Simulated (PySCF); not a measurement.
This PySCF input asks for the NMR shieldings of `C1(C)=CC=[C]([Al]([CH3])[CH3])O1`, C7H11AlO; the geometry comes from GFN2-xTB.

```python
import basis_set_exchange as bse
import numpy as np
from pyscf import gto, dft
from pyscf.prop import nmr

atoms = """
C     2.910777    1.174773   -0.430950
C     2.027870   -0.009264   -0.245220
C     2.304007   -1.341591   -0.136937
C     1.063628   -2.002850    0.019161
C     0.081889   -1.046718    0.001725
Al   -1.632955   -0.083241    0.005359
C    -1.682545    1.914501    0.010009
C    -3.304753   -1.164082   -0.007397
O     0.700724    0.179181   -0.165277
H     2.656637    1.951072    0.289724
H     2.788263    1.592030   -1.431103
H     3.949214    0.887053   -0.295930
H     3.274949   -1.796233   -0.162861
H     0.917463   -3.059353    0.133343
H    -1.268505    2.352743   -0.905009
H    -2.715472    2.268515    0.092313
H    -1.121513    2.361255    0.838119
H    -3.094468   -2.231092    0.118859
H    -3.987835   -0.874671    0.795455
H    -3.872522   -1.061349   -0.936114
"""
names = dict.fromkeys(["C", "Al", "O", "H"], "pcSseg-1")
basis = {el: gto.basis.parse(bse.get_basis(n, elements=[el], fmt="nwchem")) for el, n in names.items()}
mol = gto.M(atom=atoms, basis=basis, charge=0, verbose=0)
mf = dft.RKS(mol, xc="PBE0")
mf.grids.level = 2
mf.grids.alignment = dft.numint.BLKSIZE   # the property module wants whole blocks of grid points
mf.conv_tol = 1e-9
mf.kernel()

calc = nmr.RKS(mf)   # GIAO
C = mf.mo_coeff
Co = C[:, mf.mo_occ > 0]
resp = mf.gen_response(singlet=True, hermi=2)
def vind(x):   # induced exchange potential for any number of trial vectors
    d = np.einsum("pi,xij,qj->xpq", C, 2 * x.reshape(-1, C.shape[1], Co.shape[1]), Co, optimize=True)
    return np.einsum("xpq,pi,qj->xij", resp(d - d.transpose(0, 2, 1)), C, Co, optimize=True).ravel()
mo1, _ = nmr.rhf.solve_mo1(calc, with_cphf=vind)
sigma = calc.kernel(mo1)
for i, s in enumerate(sigma):   # ppm
    w = np.linalg.eigvalsh((s + s.T) / 2)
    print("%2d %-2s iso %8.1f  s11 %8.1f  s22 %8.1f  s33 %8.1f" % (i, mol.atom_pure_symbol(i), w.mean(), *w))
```

Q: What does it print?

A: 
```
 0 C  iso    170.5  s11    159.0  s22    163.2  s33    189.3
 1 C  iso     22.5  s11    -52.2  s22     21.8  s33     98.0
 2 C  iso     72.1  s11    -13.8  s22     76.2  s33    154.0
 3 C  iso     58.5  s11    -32.5  s22     55.7  s33    152.3
 4 C  iso     12.9  s11    -86.8  s22     14.4  s33    111.2
 5 Al iso    311.6  s11    210.7  s22    355.2  s33    369.0
 6 C  iso    191.1  s11    188.1  s22    189.8  s33    195.4
 7 C  iso    191.0  s11    184.1  s22    190.3  s33    198.5
 8 O  iso    -12.3  s11   -146.5  s22   -118.2  s33    227.6
 9 H  iso     29.2  s11     24.3  s22     28.5  s33     34.8
10 H  iso     29.2  s11     25.1  s22     27.2  s33     35.4
11 H  iso     29.4  s11     24.2  s22     28.5  s33     35.4
12 H  iso     25.3  s11     22.8  s22     25.5  s33     27.4
13 H  iso     24.6  s11     22.4  s22     24.9  s33     26.4
14 H  iso     31.3  s11     26.9  s22     29.3  s33     37.7
15 H  iso     31.7  s11     26.8  s22     29.3  s33     38.9
16 H  iso     31.3  s11     26.9  s22     29.3  s33     37.7
17 H  iso     31.6  s11     26.6  s22     29.4  s33     38.7
18 H  iso     31.9  s11     27.7  s22     29.3  s33     38.6
19 H  iso     31.8  s11     27.9  s22     29.0  s33     38.5
```

These numbers come from an equivalent density-fitted implementation of the same equations, which agrees with the script to about 0.01 ppm for H and up to a few tenths of a ppm for heavy atoms, so last digits may differ.

Size and cost of the density-fitted run: 215 basis functions, 120 s wall time (100 s CPU) on 1 thread of an Intel Xeon, shared host; peak memory 1 GiB.
